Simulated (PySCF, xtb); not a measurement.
H₉NSi₄, SMILES N1[SiH2][SiH2][SiH2][SiH2]1.

Geometry optimised at B3LYP-D3(BJ)/def2-SVP. A frequency run showed that this geometry is not a minimum. The structure was generated by enumeration, and PubChem lists no compound with its InChIKey, so it may never have been made.

These are C-PCM-B3LYP/def2-SVP run with PySCF values and carry that method's errors.

The values are the electrostatic part of the solvation free energy, E(continuum) − E(gas) at the gas-phase geometry, in a cavity of scaled van der Waals radii (PySCF's table); cavitation and dispersion terms are not included. In vacuum the orbital gap is 6.47 eV. The dipole moment in vacuum is 0.71 D.

```tsv
solvent	ε	ΔG(elec) (kcal/mol)	dipole (D)	gap (eV)
water	78.36	-1.8	0.98	6.45
chloroform	4.71	-1.4	0.91	6.46
benzene	2.27	-1.0	0.84	6.46
```

For comparison, GFN2-xTB/ALPB(water) (xtb, at the GFN2-xTB geometry, all terms of that model) gives -0.7 kcal/mol.
